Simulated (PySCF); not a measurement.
**Assignment exercise: C$_{4}$H$_{5}$FO$_{3}$Si**

Bonds (- single, = double, # triple, : aromatic): O1-Si2 1.612 Å, Si2-O3 1.625 Å, Si2-C4 1.886 Å, C4:O5 1.352 Å, O5:C6 1.338 Å, C6:C7 1.363 Å, C7:C8 1.410 Å, C8-F9 1.345 Å, C8:C4 1.371 Å. O1 carries H10; Si2 carries H11; O3 carries H12; C6 carries H13; C7 carries H14.

Relativity neglected, no solvent model, one conformer, one averaged value for each set of equivalent atoms. Shieldings: GIAO PBE0/pcSseg-1; geometry: GFN2-xTB; PySCF 2.14.

References, each an isolated molecule treated in the same way: 13C (186.93 ppm), 1H (31.72 ppm) against TMS.

Question: Assign these signals to the numbered atoms. 13C{1H} NMR (computed): δ 174.1 (C), 150.7 (CH), 145.3 (C), 107.8 (CH).

Answer: 
| δ (ppm) | atoms | environment | reason |
| --- | --- | --- | --- |
| 174.1 | C8 | aromatic carbon bearing fluorine | the electronegative substituent deshields the carbon that carries it |
| 150.7 | C6 | aromatic CH next to the ring oxygen | – |
| 145.3 | C4 | substituted aromatic carbon next to the ring oxygen | – |
| 107.8 | C7 | aromatic CH | – |

Question: Assign these signals to the numbered atoms. 1H NMR (400 MHz, computed): δ 7.47 (m, 1H), 6.50 (m, 1H), 5.13 (s, 1H), 2.28 (br s, 2H).

Answer: 
7.47 → H13, hydrogen on an aromatic CH next to the ring oxygen: aromatic region
6.50 → H14, hydrogen on an aromatic CH: ring-current deshielding
5.13 → H11, hydrogen on a silicon bonded to C, 2 O
2.28 → H10/H12, hydrogen on an oxygen bonded to Si: exchangeable; this is the value without hydrogen bonding to other molecules

OH and NH positions are those of a molecule without intermolecular hydrogen bonds; in solution they move with solvent, concentration and temperature, and exchange usually removes their couplings. Splittings by 19F in the carbon and heteronuclear signals aren't shown, as no couplings were computed. Shifts are as computed. Against solution values, carbons near 30 ppm lie about +3 ppm off and those near 130 ppm about +5 ppm (rms about the fit 2.1 ppm; single classes can miss by 10 ppm). Of 1328 compounds with measured shifts, 309 miss one by over three times the rms of a fit or turn the order of signals round; such compounds aren't used in these exercises. Signals without a measured value on file couldn't be tested in this way; 1H shifts scatter by 0.2 ppm about their fit, and single ones miss by 0.5 ppm. No couplings were computed; multiplicities are counted from neighbouring protons, with m where these are inequivalent, close in shift, in a saturated or five-membered ring or joined by F or P, and br s for small geminal =CH2 splittings.
